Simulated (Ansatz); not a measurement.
Species: 2,2,2-trifluoroacetaldehyde, C₂HF₃O, net charge 0, singlet state. 
Coordinates optimised at B3LYP-D3(BJ)/def2-TZVP (Ansatz, an electronic-structure program):
```xyz
7

O      1.7267    -0.8687    -0.6764
C      1.1817     0.1035    -0.2544
C     -0.3170     0.1282     0.1148
F     -0.4462     0.4647     1.4121
F     -0.9157    -1.0378    -0.0890
F     -0.9367     1.0716    -0.6193
H      1.6852     1.0729    -0.0863
```
Charge 0, spin multiplicity 1.

Basis-set convergence of Hartree-Fock and CCSD correlation energies (hartree) with Ansatz. Correlated levels leave the core frozen unless marked. No spin-orbit coupling. Non-relativistic.

| basis | functions | E(HF) | E(corr, CCSD) |
|---|---|---|---|
| aug-cc-pVDZ | 147 | -449.54286 | -1.07644 |
| aug-cc-pVTZ | 299 | (withheld) | (withheld) |

Q: Complete the blanks.

A: 
- aug-cc-pVTZ, E(HF): -449.66335
- aug-cc-pVTZ, E(corr, CCSD): -1.31762
